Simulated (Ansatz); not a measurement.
```yaml
crystal:
  periodic: [true, true, true]
  atoms:
    - {symbol: C, position_ang: [-0.452815, -2.263855, -0.111064]}
    - {symbol: Si, position_ang: [-0.031546, -0.459796, 0.152186]}
    - {symbol: C, position_ang: [1.794742, -0.174372, -0.167078]}
    - {symbol: C, position_ang: [-0.464459, 0.070834, 1.892055]}
    - {symbol: C, position_ang: [-1.023783, 0.591908, -1.062677]}
    - {symbol: Ga, position_ang: [-0.287764, 2.371301, -1.205632]}
    - {symbol: F, position_ang: [0.603202, 2.906207, -2.615750]}
    - {symbol: Cl, position_ang: [-0.337290, 3.875366, 0.313220]}
    - {symbol: H, position_ang: [0.093423, -2.898033, 0.592680]}
    - {symbol: H, position_ang: [-1.520882, -2.444091, 0.036015]}
    - {symbol: H, position_ang: [-0.194110, -2.587030, -1.122762]}
    - {symbol: H, position_ang: [2.095337, 0.852394, 0.068952]}
    - {symbol: H, position_ang: [2.056418, -0.367211, -1.211164]}
    - {symbol: H, position_ang: [2.406734, -0.833305, 0.454822]}
    - {symbol: H, position_ang: [-1.522727, -0.102244, 2.105361]}
    - {symbol: H, position_ang: [-0.263071, 1.134214, 2.047720]}
    - {symbol: H, position_ang: [0.119025, -0.491162, 2.626264]}
    - {symbol: H, position_ang: [-1.007741, 0.152837, -2.063937]}
    - {symbol: H, position_ang: [-2.062692, 0.666038, -0.729192]}
basis:
  gaussian: {orbitals: def2-mTZVP}
hamiltonian: {xc: {name: RPBE}, dispersion: d3bjatm}
accuracy: high
```

```sh
$ ansatz run in.yaml --threads 4 --pin off --events-out ev --progress --plain --max-ram 66560MiB --backend cpu
```

Shortened log:

```
Error: YAML parse error: error: line 2 column 3: crystal: missing field `lattice` (a structure is typed as `lattice` and `atoms`, a molecule's as `atoms` in Å alone, or read from a run's directory, `checkpoint`)
 --> <input>:2:3
1 | crystal:
2 |   periodic: [true, true, true]
3 |   atoms:
4 |     - {symbol: C, position_ang: [-0.452815, -2.263855, -0.111064]}
```

Problem. Something in this input is off. What?

Solution. The molecule is marked periodic without a cell. The input was rejected before any iteration.
